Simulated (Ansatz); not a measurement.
Two isomers of C3H7NOSi: A = `COC1=N[SiH]1C`, B = `C=C1O[Si]1(C)N`.

Isolated molecules relaxed with PBE0-D4/def2-TZVP in Ansatz; ΔE leaves out vibrations. CBS: MP2 limit from def2 TZ/QZ plus the TZ coupled-cluster correction, frozen cores. Functionals use def2-TZVPP. B3LYP here is the variant with VWN-RPA as its local correlation; programs differ in this. One conformer a species, not always the lowest.

Task: Which is lower in electronic energy at CCSD(T)/CBS, and by how much? (Best estimate.)

Result: Ansatz gave: B, by 171.6 kJ/mol.

Task: Give E(B) − E(A) in kJ/mol with PBE-D4, r2SCAN-D4, HF/def2-TZVPP, CCSD/def2-TZVPP, B2PLYP, B3LYP-D4, CCSD(T)/def2-TZVPP. (Best estimate.)

Result: The calculation gave: PBE-D4 -157.7, r2SCAN-D4 -167.9, HF/def2-TZVPP -157.7, CCSD/def2-TZVPP -165.6, B2PLYP -165.6, B3LYP-D4 -167.2, CCSD(T)/def2-TZVPP -163.2. None reverses the order clearly.

Largest T1 diagnostic: 0.014.

From PBE to PBE0 (25 % exact exchange), in def2-TZVPP and without D4, E(B) − E(A) moves by −4.2 kJ/mol. In def2-TZVPP, CCSD(T) changes the Hartree–Fock value by −5.5 kJ/mol (the triples alone add +2.4 kJ/mol) and MP2 by −10.8 kJ/mol.
